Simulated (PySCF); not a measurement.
# What a mistake does to a calculation on AlBH6N2

All numbers below are calculated, not measured. The program is PySCF 2.14.0, an open-source quantum chemistry code, run on an isolated molecule that a program drew, which may never have been made. The molecule is AlBH6N2 (charge 0, singlet), drawn as the SMILES string `NB[NH][AlH2]`.

Each row is a Hartree-Fock (HF) and frozen-core CCSD(T) single point in the cc-pV(D+d)Z basis, meant for a local HF minimum. Run 1 is clean. Each other run has one planted mistake out of seven kinds, and not every kind appears here: one electron removed, one electron added, multiplicity raised by two, geometry at a saddle point, minimal basis STO-3G, one bond length entered in bohr, all coordinates scaled. The reference is restricted for singlets and unrestricted otherwise, and also for a bond in bohr. Adding or removing an electron swaps singlet and doublet. Electrons count all cores. HOMO and LUMO are orbital energies over both spins, the gradient is its largest component, and the lowest frequency (negative if imaginary) is given only where the gradient is small. Bond lengths are over the 9 bonds as drawn. T1 is the CCSD diagnostic: over 0.02 (restricted) or 0.045 (unrestricted) a single reference is doubtful.

Geometry of the clean run:
```xyz
10
AlBH6N2, angstrom
N    -0.3821    1.6555    2.4649
B     0.2854    1.3785    1.2575
N    -0.3463    0.7408    0.1315
Al   -2.0032    0.1331   -0.1297
H    -1.3402    1.4404    2.6460
H     0.0799    2.0998    3.2282
H     1.4465    1.6984    1.1802
H     0.2894    0.6283   -0.6384
H    -3.0689    0.2709    1.0271
H    -2.3502   -0.5273   -1.5201
```

```
run  electrons  basis functions  <S^2>  HOMO (eV)  LUMO (eV)  gradient (hartree/bohr)  lowest frequency (cm^-1)  mean bond (Å)  longest bond (Å)      T1  HF (hartree)  CCSD(T) (hartree)               mistake
  1         38               95  0.000     -10.26       1.80                  3.3e-05                       151         1.3328             1.784  0.0138    -379.11314         -379.66298              no fault
  2         39               95  0.765       0.99       7.91                  4.4e-02                         -         1.3328             1.784  0.0159    -379.06135         -379.62696    one electron added
  3         38               30  0.000      -7.53       8.95                  4.0e-02                         -         1.3328             1.784  0.0171    -374.46914         -374.68612  minimal basis STO-3G
  4         38               95  0.794      -8.23       1.31                  1.1e-02                         -         1.4887             2.982  0.0553    -379.01126         -379.55321                     ?
```

**Which mistake was planted in run 4, and what did it cost?**

The mean bond changes by a factor of 1.117 and the longest by 1.672, so the molecule wasn't scaled as a whole. A length L in bohr read as angstrom grows by (1/0.5292 - 1) L = 0.890 L. The 9 bonds together grew by 9 x 0.1559 = 1.403 Å, which gives L = 1.577 Å. That is the length of one of the Al-H bonds, 1.578 Å in the clean geometry. So the mistake is: one bond length entered in bohr. Subtracting run 1 and multiplying by 627.51 kcal/mol a hartree, the energy moved by 63.9 kcal/mol in HF and 68.9 kcal/mol in CCSD(T).

Cautions from the logs. Run 2: the HOMO is above zero, so the electron isn't bound and the energy depends on the basis; run 4: T1 is over the limit, so its CCSD(T) energy is less reliable.
